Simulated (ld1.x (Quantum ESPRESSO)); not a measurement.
## N (Z = 7) RRKJ: all-electron and pseudo phase curves

```
Element                 : N (Z = 7)
Generator               : ld1.x (Quantum ESPRESSO) 7.5
Type                    : norm-conserving RRKJ (Kleinman–Bylander form)
Functional              : PW91
Relativity              : scalar-relativistic
Frozen core             : [He]
Valence charge          : 5
Reference configuration : 2s2 2p3
Partial waves           : 2p (bound): rc 1.85 bohr; 2s (bound): rc 0.90 bohr
Local potential         : the s channel
Core correction         : none
rho0                    : 0.001
```

The phase is arctan(r·u′/u) with u = r·R(r), unwrapped; energies in Ry, scanned from -3 to 5 Ry. A pole is an energy at which the radial function vanishes at the test radius. The pseudo phase is shifted by a multiple of π to meet the all-electron one at the reference energy, and phase errors are pseudo minus all-electron; the curves can meet again beyond the range given. Levels narrower than the energy grid can be missing from the lists of poles.

| channel | radius (bohr) | reference energy (Ry) | poles, all-electron | poles, pseudo | unbroken range about the reference energy with phases within 0.05 rad | phase error 1 Ry above the reference energy (rad) |
| --- | --- | --- | --- | --- | --- | --- |
| s | 2.01 | -1.37 | -0.64 | -0.64 | below 3.3 | -0.000 |
| p | 2.01 | -0.53 | 0.22 | 0.23 | below 2.2 | +0.006 |

Phases in the p channel:

```json
{"E (Ry)": "-3.00", "all-electron": "1.253", "pseudo": "1.254"}
{"E (Ry)": "-2.76", "all-electron": "1.234", "pseudo": "1.235"}
{"E (Ry)": "-2.52", "all-electron": "1.211", "pseudo": "1.212"}
{"E (Ry)": "-2.28", "all-electron": "1.182", "pseudo": "1.184"}
{"E (Ry)": "-2.04", "all-electron": "1.145", "pseudo": "1.147"}
{"E (Ry)": "-1.80", "all-electron": "1.094", "pseudo": "1.096"}
{"E (Ry)": "-1.56", "all-electron": "1.018", "pseudo": "1.021"}
{"E (Ry)": "-1.32", "all-electron": "0.894", "pseudo": "0.897"}
{"E (Ry)": "-1.08", "all-electron": "0.659", "pseudo": "0.663"}
{"E (Ry)": "-0.84", "all-electron": "0.147", "pseudo": "0.150"}
{"E (Ry)": "-0.60", "all-electron": "-0.657", "pseudo": "-0.657"}
{"E (Ry)": "-0.36", "all-electron": "-1.167", "pseudo": "-1.167"}
{"E (Ry)": "-0.12", "all-electron": "-1.404", "pseudo": "-1.402"}
{"E (Ry)": "0.12", "all-electron": "-1.533", "pseudo": "-1.529"}
{"E (Ry)": "0.36", "all-electron": "-1.616", "pseudo": "-1.611"}
{"E (Ry)": "0.60", "all-electron": "-1.678", "pseudo": "-1.671"}
{"E (Ry)": "0.84", "all-electron": "-1.729", "pseudo": "-1.720"}
{"E (Ry)": "1.08", "all-electron": "-1.775", "pseudo": "-1.763"}
{"E (Ry)": "1.32", "all-electron": "-1.819", "pseudo": "-1.804"}
{"E (Ry)": "1.56", "all-electron": "-1.866", "pseudo": "-1.845"}
{"E (Ry)": "1.80", "all-electron": "-1.918", "pseudo": "-1.889"}
{"E (Ry)": "2.04", "all-electron": "-1.979", "pseudo": "-1.939"}
{"E (Ry)": "2.28", "all-electron": "-2.054", "pseudo": "-1.997"}
{"E (Ry)": "2.52", "all-electron": "-2.150", "pseudo": "-2.067"}
{"E (Ry)": "2.76", "all-electron": "-2.282", "pseudo": "-2.157"}
{"E (Ry)": "3.00", "all-electron": "-2.470", "pseudo": "-2.276"}
{"E (Ry)": "3.24", "all-electron": "-2.738", "pseudo": "-2.438"}
{"E (Ry)": "3.48", "all-electron": "-3.092", "pseudo": "-2.661"}
{"E (Ry)": "3.72", "all-electron": "-3.472", "pseudo": "-2.956"}
{"E (Ry)": "3.96", "all-electron": "-3.790", "pseudo": "-3.294"}
{"E (Ry)": "4.20", "all-electron": "-4.018", "pseudo": "-3.612"}
{"E (Ry)": "4.44", "all-electron": "-4.175", "pseudo": "-3.863"}
{"E (Ry)": "4.68", "all-electron": "-4.286", "pseudo": "-4.045"}
{"E (Ry)": "4.92", "all-electron": "-4.367", "pseudo": "-4.177"}
```
